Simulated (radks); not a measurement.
Problem. The mean radii <r> (bohr) of the occupied orbitals of an atom or ion are listed with their occupations. All-electron calculation, Dirac Kohn-Sham, exchange-only LDA, spin-unpolarised, spherical densities, finite nucleus; Fermi nuclear charge, rms radius of each element as measured or else 0.836 A^(1/3) + 0.57 fm. Program: a radial shooting solver on a logarithmic mesh with Libxc functionals.

orbital      occ.      <r>
1s1/2           2  0.02459
2s1/2           2   0.1048
2p1/2           2  0.08798
2p3/2           4  0.09419
3s1/2           2   0.2787
3p1/2           2   0.2683
3p3/2           4   0.2806
3d3/2           4   0.2515
3d5/2           6   0.2553
4s1/2           2   0.6378
4p1/2           2   0.6565
4p3/2           4   0.6841
4d3/2           4   0.7397
4d5/2           6   0.7495
5s1/2           2    1.518
5p1/2           2    1.707
5p3/2           4    1.792
4f5/2    0.428571    1.105
4f7/2    0.571429    1.119
6s1/2           2    4.419
5d3/2         0.4    2.991
5d5/2         0.6    3.073

Name the element and its charge. Open shells, if any, are shared by 2j + 1.

Solution. Z = 58, cerium, charge 0: Ce in [Xe] 4f1 5d1 6s2. The 1s radius gives Z: for a bare nucleus <r> = (2 gamma + 1)/(2Z) with gamma = sqrt(1 - (Z/c)^2), 0.02424 bohr for Z = 58, and screening makes it slightly larger (0.02459 here). The occupations add up to 58, and the charge is Z minus that.
